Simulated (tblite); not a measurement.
Species: C₆H₉NO.
Bonds: C1–C2, C2–C3, C3–C4, C4–C5 (triple), C5–C6, C6–N7, C6–O8 (double). Hydrogens: H9, H10, H11 on C1; H12, H13 on C2; H14, H15 on C3; H16, H17 on N7.

Computed with GFN2-xTB (tblite), gas phase: nudged elastic band of 9 images (0 to 8), spring 0.2 eV/Å², climbing image at the end, force threshold 0.05 eV/Å. No saddle search or frequency run followed, so the top image need not be a first-order saddle, and its height can exceed the method's true barrier by a kcal/mol or more.

The band describes a rotation about C2–C3 (chain CH2 carbon, propargylic carbon), followed by the dihedral C1–C2–C3–C4, from the optimised start (-179°) to a second optimised geometry at -65°.

Q: How does the energy change from image to image?

A: 
```csv
image,dihedral (°),E (eV),C2–C3 (Å),C1···C4 (Å),largest true force (eV/Å)
0,-179,0.000,1.533,3.81,0.01
1,-165,0.016,1.534,3.79,0.05
2,-151,0.050,1.537,3.75,0.04
3,-137,0.085,1.542,3.68,0.04
4,-122,0.103,1.544,3.58,0.04
5,-107,0.089,1.543,3.46,0.04
6,-93,0.054,1.539,3.31,0.05
7,-79,0.017,1.535,3.17,0.05
8,-65,0.000,1.534,3.03,0.01
```

Barriers of this band. The top is image 4 at -122°: 0.10 eV in either direction, as the ends lie within 0.002 eV of each other. The central bond is 0.011 Å longer at the top than at the start.

Q: What rate follows at 298 K for crossing this barrier forward?

A: Taking the electronic barrier for the free energy of activation (no zero-point or entropy terms, transmission 1), rate = (kT/h)·exp(−ΔE/kT) ≈ 1 × 10^11 s⁻¹, whose inverse is 9 × 10^-12 s. An error of 1 kcal/mol in the barrier changes this by a factor of 5, and the method and the loose band can each miss by that much or more. The barrier is only 4.0 kT, where transition-state theory is rough.

What follows is the cost of the whole band run. Time: 3.4 s; peak memory 0.18 GiB. Hardware: one thread of an Arm Neoverse V1, on a shared host.
